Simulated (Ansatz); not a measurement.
# TiS, triplet: energies of several shapes or isomers

Program: Ansatz, Gaussian basis, development build. Basis def2-SVP, nonrelativistic, 10 orbitals frozen in the corrections; active space CAS(10,10). Restricted Hartree–Fock, then the lowest state-specific CASSCF solution met for each case. The basis is small, far from the limit. Single-reference values can break down or jump between states where bonds are stretched. Solutions in different active orbitals can move differences by tenths of an eV and at times more than 1 eV. The orbital stability of a CASSCF solution shown is undecided.

Case A: bond length 2.0820 Å.

Case B: bond length 4.1640 Å. A bond is stretched, to 1.57 times the sum of the covalent radii.

Energy less that of case A, in eV:

```
case  RHF/ROHF  CASSCF
   B    +3.357  +3.337
```

Give the SC-NEVPT2 energies against case A.

B: +4.020 eV (92.7 kcal/mol).
